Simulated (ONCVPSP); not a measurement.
Configuration tests for Ta (Z = 73) (ONCV)

| Quantity | Value |
| --- | --- |
| Element | tantalum |
| Generator | ONCVPSP 4.0.1 |
| Type | optimised norm-conserving Vanderbilt (ONCV) |
| Functional | PBEsol |
| Relativity | scalar-relativistic |
| Frozen core | [Kr] 4d10 4f14 |
| Valence charge | 13 |
| Reference configuration | 5s2 5p6 5d3 6s1.5 (charge +0.5) |
| Partial waves | 5s+6s: rc 2.00 bohr, ncon 4, nbas 7, qcut 5.9 1/bohr, 2 projectors; 5p: rc 1.30 bohr, ncon 3, nbas 7, qcut 7.4 1/bohr, 2 projectors, debl 3.8 Ha; 5d: rc 2.45 bohr, ncon 4, nbas 9, qcut 7 1/bohr, 2 projectors, debl 0.9 Ha; f scattering state at 0.27 Ha: rc 2.20 bohr, ncon 4, nbas 7, qcut 4.5 1/bohr, 3 projectors, debl 3.8 Ha |
| Local potential | polynomial inside 1.25 bohr (lpopt 5, dvloc0 0 Ha) |
| Core correction | polynomial model core, fcfact 0.75 |

Energies are relative to the spin-unpolarised reference configuration 5s2 5p6 5d3 6s1.5; without spin polarisation the order of configurations can differ from experiment.

```csv
valence configuration,charge,ΔE all-electron (eV),error AE − PS (meV)
5s2 5p6 5d3 6s1,+1,5.027,-2.3
5s2 5p6 5d3 6s0,+2,20.004,-16
5s2 5p6 5d3 6s0 6p2,0,5.186,-5.5
```

(1) What are ΔE and the potential's error for 5s2 5p6 5d3 6s2?

Levels in the configuration 5s2 5p6 5d3 6s2:

| level | all-electron (eV) | pseudo (eV) |
| --- | --- | --- |
| 5s | -73.032 | -73.011 |
| 5p | -39.416 | -39.413 |
| 5d | -3.621 | -3.622 |
| 6s | -5.471 | -5.469 |

Note: no bound ghost flagged; GHOST(+) flagged for s at 93.6 eV.

Answers

(1) ΔE = -3.478 eV all-electron; the error (AE − PS) is +0.8 meV.
